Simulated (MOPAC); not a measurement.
A run for MOPAC: PM3 on GaH3S (SMILES [SH][GaH2]), a point of a torsion scan.

```
PM3 1SCF PRECISE CHARGE=0 THREADS=1
GaH3S

S      1.47099771 1    -0.61016580 1     0.48070979 1
Ga    -0.60478737 1     0.08757961 1     0.13186055 1
H      1.97458829 1     0.30228407 1    -0.34907948 1
H     -1.26941600 1     1.20655461 1     1.01302252 1
H     -1.51604520 1    -0.52629164 1    -0.99188059 1
```

Output:

```
*******************************************************************************
 **                                                                           **
 **                              MOPAC v23.2.5                                **
 **                                                                           **
 *******************************************************************************
 ** MOPAC's Digital Object Identifier: https://doi.org/10.5281/zenodo.6511958 **
 **                                                                           **
 ** Please cite the open-source release paper for use of this MOPAC version:  **
 ** J. E. Moussa and J. J. P. Stewart (2026)                                  **
 ** MOPAC: An open-source semiempirical molecular orbital program             **
 ** J. Open Source Softw., 11(119), 8025, https://doi.org/10.21105/joss.08025 **
 *******************************************************************************

                              PM3 CALCULATION RESULTS

 *******************************************************************************
 *  PM3        - The PM3 Hamiltonian to be used
 *
 *
 *
 *                 CHARGE ON SYSTEM = 0
 *
 *
 *
 *  PRECISE    - TIGHTER CRITERIA TO BE USED
 *  1SCF       - DO 1 SCF AND THEN STOP
 *  THREADS=1  - MULTI-THREADING NOT USED
 *  T=         - A TIME OF 172800.0 SECONDS REQUESTED
 *  DUMP=N     - RESTART FILE WRITTEN EVERY 7200.0 SECONDS REQUESTED
 *******************************************************************************
PM3 1SCF PRECISE CHARGE=0 THREADS=1
 GaH3S

   ATOM   CHEMICAL          X               Y               Z
  NUMBER   SYMBOL      (ANGSTROMS)     (ANGSTROMS)     (ANGSTROMS)

     1       S          1.47099771  *  -0.61016580  *   0.48070979  *
     2      Ga         -0.60478737  *   0.08757961  *   0.13186055  *
     3       H          1.97458829  *   0.30228407  *  -0.34907948  *
     4       H         -1.26941600  *   1.20655461  *   1.01302252  *
     5       H         -1.51604520  *  -0.52629164  *  -0.99188059  *



          CARTESIAN COORDINATES

    NO.       ATOM           X           Y           Z

     1         S          1.4710     -0.6102      0.4807
     2        Ga         -0.6048      0.0876      0.1319
     3         H          1.9746      0.3023     -0.3491
     4         H         -1.2694      1.2066      1.0130
     5         H         -1.5160     -0.5263     -0.9919

  H: (PM3): J. J. P. STEWART, J. COMP. CHEM. 10, 209 (1989).
  S: (PM3): J. J. P. STEWART, J. COMP. CHEM. 10, 209 (1989).
 Ga: (PM3): J. J. P. STEWART, J. COMP. CHEM. 12, 320-341 (1991).

           Empirical Formula: H3 S Ga  =     5 atoms



      MOLECULAR POINT GROUP   :   Cs


      RHF CALCULATION, NO. OF DOUBLY OCCUPIED LEVELS = 6


 -------------------------------------------------------------------------------
 PM3 1SCF PRECISE CHARGE=0 THREADS=1
 GaH3S



     1SCF WAS SPECIFIED, SO BFGS WAS NOT USED
     SCF FIELD WAS ACHIEVED


                              PM3 CALCULATION
                                                       MOPAC v23.2.5 Linux




          FINAL HEAT OF FORMATION =         79.45097 KCAL/MOL =     332.42287 KJ/MOL


          COSMO AREA              =         95.36 SQUARE ANGSTROMS
          COSMO VOLUME            =         79.13 CUBIC ANGSTROMS

          IONIZATION POTENTIAL    =          9.683494 EV
          HOMO LUMO ENERGIES (EV) =         -9.683 -3.759
          NO. OF FILLED LEVELS    =          6
          MOLECULAR WEIGHT        =        104.8187         POINT GROUP:  Cs

          MOLECULAR DIMENSIONS (Angstroms)

            Atom       Atom       Distance
            H     5    H     3     3.64476
            H     4    S     1     2.57085
            S     1    H     3     1.15420


          SCF CALCULATIONS        =          1





   ATOM   CHEMICAL          X               Y               Z
  NUMBER   SYMBOL      (ANGSTROMS)     (ANGSTROMS)     (ANGSTROMS)

     1       S          1.47099771  *  -0.61016580  *   0.48070979  *
     2      Ga         -0.60478737  *   0.08757961  *   0.13186055  *
     3       H          1.97458829  *   0.30228407  *  -0.34907948  *
     4       H         -1.26941600  *   1.20655461  *   1.01302252  *
     5       H         -1.51604520  *  -0.52629164  *  -0.99188059  *

                             CARTESIAN COORDINATES

   1    S        1.470997710    -0.610165800     0.480709790
   2   Ga       -0.604787370     0.087579610     0.131860550
   3    H        1.974588290     0.302284070    -0.349079480
   4    H       -1.269416000     1.206554610     1.013022520
   5    H       -1.516045200    -0.526291640    -0.991880590


           Empirical Formula: H3 S Ga  =     5 atoms



      MOLECULAR POINT GROUP   :   Cs


                  EIGENVALUES
 -27.13020 -17.86485 -14.40780 -12.36494 -10.39998  -9.68349  -3.75894  -3.16282
  -0.80553  -0.16673   0.42819


              NET ATOMIC CHARGES AND DIPOLE CONTRIBUTIONS

  ATOM NO.   TYPE          CHARGE      No. of ELECS.   s-Pop       p-Pop
    1          S          -0.130646        6.1306     1.89352     4.23713
    2         Ga           0.096631        2.9034     1.17177     1.73160
    3          H           0.048215        0.9518     0.95179
    4          H          -0.007366        1.0074     1.00737
    5          H          -0.006833        1.0068     1.00683
 DIPOLE           X         Y         Z       TOTAL
 POINT-CHG.    -0.652     0.468    -0.325     0.866
 HYBRID        -0.061     0.924    -0.763     1.200
 SUM           -0.713     1.392    -1.088     1.905


          ATOMIC ORBITAL ELECTRON POPULATIONS

     Atom    s        px        py        pz
    1  S   1.89352   1.24016   1.43013   1.56685
    2 Ga   1.17177   0.64948   0.49242   0.58970
    3  H   0.95179
    4  H   1.00737
    5  H   1.00683

 **********************
 *                    *
 * JOB ENDED NORMALLY *
 *                    *
 **********************




 == MOPAC DONE ==
```

The run finished.

Cost: around 0.03 core-seconds (rough).
